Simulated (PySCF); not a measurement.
Si(H)(Cl)(Br)(vinyl) (C2H4BrClSi), SMILES C=C[SiH](Cl)Br. Heavy atoms are numbered as in [SiH:1]([Cl:2])([Br:3])[CH:4]=[CH2:5]. Hydrogens are named by the atom that carries them.

Geometry: PBE-D3(BJ)/def2-SVP. One conformer was computed; it need not be the lowest.

Calculation: PBE/def2-TZVP (PySCF).

ESP charges are fitted to the potential on shells at 1.4 to 2.0 van der Waals radii. Atomic charges (e), one atom of each kind:

| atom | ESP fit | IAO | Löwdin |
|---|---|---|---|
| Si1 (SiH) | -0.01 | 0.85 | -0.29 |
| Cl2 | -0.07 | -0.30 | 0.23 |
| Br3 | -0.05 | -0.24 | 0.19 |
| C4 (CH) | -0.06 | -0.44 | -0.33 |
| C5 (CH2) | -0.36 | -0.25 | -0.19 |
| H on Si1 | 0.05 | -0.11 | -0.02 |
| H on C4 | 0.15 | 0.17 | 0.15 |
| H on C5 | 0.18 | 0.16 | 0.13 |

Computed Mayer and Wiberg (Löwdin basis) orders of the bonds:
```json
[
 {"bond": "Si1–Cl2", "Mayer": "1.18", "Wiberg": "1.81"},
 {"bond": "Si1–Br3", "Mayer": "1.15", "Wiberg": "1.75"},
 {"bond": "Si1–C4", "Mayer": "1.03", "Wiberg": "1.16"},
 {"bond": "C4–C5", "Mayer": "1.92", "Wiberg": "2.20"}
]
```
